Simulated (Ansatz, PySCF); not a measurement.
Gas-phase reaction 2 R1 → P1, each structure at its B3LYP-D3(BJ)/def2-TZVP stationary point, reached from a drawn start (curvature not checked).
R1, OH (SMILES [OH]) (charge 0, multiplicity 2):
```xyz
2

O      0.0000     0.0000     0.4884
H      0.0000     0.0000    -0.4884
```
P1: H2O2 (SMILES OO), charge 0, multiplicity 1.

P less R. No zero-point or thermal terms; singlets are restricted closed shells; open shells are unrestricted; no spin–orbit coupling.

Cores are frozen in the correlated methods.

Programs: Ansatz (Gaussian basis) for Hartree–Fock, density functionals and correlated methods; PySCF for the D3/D4 terms. No computed number here is a measurement.

```tsv
level	reaction energy (eV)
PBE/def2-TZVPPD	-2.697
revPBE/def2-TZVPPD	-2.398
revPBE-D4/def2-TZVPPD	-2.460
PBE0-D4/def2-TZVPPD	-2.253
CAM-B3LYP/def2-TZVPPD	-2.240
CAM-B3LYP-D3(BJ)/def2-TZVPPD	-2.249
B2PLYP/def2-TZVPPD	-2.235
SCS-MP2/aug-cc-pVDZ	-2.189
CCSD(T)/aug-cc-pVQZ	___
```

### Question
Complete the blanks.

### Answer

- CCSD(T)/aug-cc-pVQZ, reaction energy (eV): -2.322

Ansatz is an electronic-structure program.
